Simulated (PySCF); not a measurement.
H3GaO, SMILES [OH][GaH2], singlet, CAM-B3LYP/def2-SVP optimised geometry.

```
5

Ga     0.06     0.23     0.00
H      1.61     0.23     0.00
H     -0.92     1.45     0.00
O     -0.65    -1.40     0.00
H     -1.61    -1.45     0.00
```

Density from PySCF with CAM-B3LYP/def2-TZVP at that geometry.

Minimum of the electron density along straight lines between bonded atoms, close to the bond critical point (lines longer than 1.1 times the sum of covalent radii, or with two minima, are not listed):

```
bond    length / Å  ρ at the minimum / e bohr⁻³  ∇²ρ there / e bohr⁻⁵  position (fraction from the first atom)
------  ----------  ---------------------------  --------------------  ---------------------------------------
Ga1–H2       1.553                        0.119                  0.14                                     0.60
Ga1–H3       1.562                        0.117                  0.14                                     0.60
Ga1–O4       1.779                        0.136                  0.75                                     0.48
O4–H5        0.964                        0.355                 -2.36                                     0.80
```
